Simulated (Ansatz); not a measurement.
Ansatz (an electronic-structure program) input (FCI/STO-3G):

Ansatz 0.2 input:
```yaml
crystal:
  periodic: [false, false, false]
  atoms:
    - {symbol: Ge, position_ang: [-0.31566085, -0.13861252, -0.25058691]}
    - {symbol: O, position_ang: [1.13937697, 0.38824038, 0.88037767]}
    - {symbol: H, position_ang: [0.98613152, 1.32967773, 0.97575993]}
basis:
  gaussian:
    orbitals: STO-3G
total_charge: -1
magnetization: {spin_polarized: false}
correlation: {method: fci, electrons: outside_noble_gas}
```

End of the output:

```
integrals: 0.00 GiB planned
310 factors; integrals over basis functions are off by at most 3.7e-8 eV
mean field: 0.06 GiB planned
mean field evaluation 1: about -57844.2911 eV, gradient 2.3e1 eV
mean field evaluation 2: about -57844.3403 eV, gradient 2.3e1 eV
mean field evaluation 4: about -57847.0058 eV, gradient 2.3e0 eV
mean field evaluation 8: about -57847.0531 eV, gradient 3.2e-2 eV
mean field evaluation 16: about -57846.6927 eV, gradient 5.3e-6 eV
mean field evaluation 32: about -57847.0530 eV, gradient 1.7e-1 eV
mean field -57847.05314146 eV, -2125.8399928076 hartree, gradient 2.2e-6 eV, S^2 0.000000; 6 other end points of the search recorded, 0 dependent functions left out; unrestricted orbitals would lower it
determinant -57847.05314146 eV, -2125.8399928076 hartree, with singles and doubles -57849.10948643 eV, -2125.9155620917 hartree
determinant -57846.69272121 eV, -2125.8267476080 hartree, with singles and doubles -57848.57640608 eV, -2125.8959717501 hartree
determinant -57847.05314146 eV, -2125.8399928076 hartree, with singles and doubles -57849.16793551 eV, -2125.9177100557 hartree
determinant -57846.69272121 eV, -2125.8267476080 hartree, with singles and doubles -57848.24900846 eV, -2125.8839401093 hartree
unrestricted determinant -57848.27137590 eV, -2125.8847620976 hartree, S^2 0.9960
15 core orbitals not correlated, not the lowest: weight in the atoms' cores, before any rotation towards them, 0.972 or more for the frozen orbitals, at most 0.028 for the correlated occupied ones
reference -57847.05314146 eV, -2125.8399928076 hartree; 6, 6 occupied and 3, 3 virtual orbitals, 310 factors
configuration interaction: 0.03 GiB planned
state -57849.27729091 eV, -2125.9217287924 hartree
Total energy: -57849.27729091 eV, -2125.9217287924 hartree
```
